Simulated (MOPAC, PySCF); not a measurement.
C3H6Si, SMILES `C=C[SiH]=C` (C–C–Si–C torsion 15°), neutral singlet in the gas phase. 

Cartesian coordinates (Å):
```xyz
10

C     -1.5847    -0.4012    -0.7435
C     -1.0362    -0.4670     0.4691
Si     0.6427     0.1728     0.8788
C      1.8362     0.5947    -0.2571
H     -2.5740    -0.7995    -0.9478
H     -1.0679     0.0549    -1.5824
H     -1.6127    -0.9234     1.2718
H      0.8952     0.2903     2.3321
H      1.7043     0.4952    -1.3282
H      2.7972     0.9832     0.0596
```
Charge 0, multiplicity 1.

All levels are single points at this geometry (PBE0-D3(BJ)/def2-TZVP); Pople sets use spherical d functions. Orbital energies aren't observables, and empty levels follow the basis.

SVWN5/6-31G* in PySCF gives gap (eV) = 2.98.

Task: Estimate the gap (eV) from each of these levels: PBE0-D3(BJ)/def2-TZVP in PySCF; B3LYP/6-311+G** in PySCF; PBE/6-31G* in PySCF; HF/3-21G in PySCF; PM6 in MOPAC.

Result: 
```json
[
 {"level": "PBE0-D3(BJ)/def2-TZVP in PySCF", "gap (eV)": "4.57"},
 {"level": "B3LYP/6-311+G** in PySCF", "gap (eV)": "4.20"},
 {"level": "PBE/6-31G* in PySCF", "gap (eV)": "3.02"},
 {"level": "HF/3-21G in PySCF", "gap (eV)": "10.41"},
 {"level": "PM6 in MOPAC", "gap (eV)": "7.60"}
]
```
